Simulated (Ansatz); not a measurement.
C2HF3O2 can be A, `O=COC(F)(F)F`, or B, `O=C(O)C(F)(F)F`.

Program: Ansatz. Geometries: PBE0-D4/def2-TZVP. ΔE: electronic, gas phase. CCSD(T)/CBS adds triple-zeta CCSD(T) − MP2 to the extrapolated MP2 energy (def2 sets, frozen cores). DFT in def2-TZVPP. B3LYP here is the variant with VWN-RPA as its local correlation; programs differ in this. Each species was taken in one conformer, which may not be the lowest.

(1) Which is lower in electronic energy at CCSD(T)/CBS, and by how much? (Best estimate.)

(2) Give E(B) − E(A) in kcal/mol with ωB97M-V, PBE-D4, B3LYP-D4, CCSD(T)/def2-SVP, MP2/def2-TZVPP, r2SCAN-D4, PBE0-D4. (An estimate is asked.)

(3) Does the order hold for the free energy at 298.15 K (harmonic terms from PBE0-D4)? (Best estimate.)

Largest T1 diagnostic: 0.014.

Answers

(1) Ansatz gave: B, by 3.0 kcal/mol.

(2) Computed: ωB97M-V -2.8, PBE-D4 -4.4, B3LYP-D4 -3.3, CCSD(T)/def2-SVP -0.3, MP2/def2-TZVPP -2.9, r2SCAN-D4 -3.0, PBE0-D4 -3.5. None reverses the order clearly.

(3) Computed: Yes: G(B) − G(A) = -3.3 kcal/mol, for one conformer each. Modes under 60 cm⁻¹, often nearly free rotors, make the harmonic entropy too high.

In def2-TZVPP, CCSD(T) changes the Hartree–Fock value by −2.5 kcal/mol (the triples alone add −0.2 kcal/mol) and MP2 by −3.1 kcal/mol. At CCSD(T), def2-SVP lies +2.7 kcal/mol from the extrapolated value and def2-TZVPP +0.7 kcal/mol.
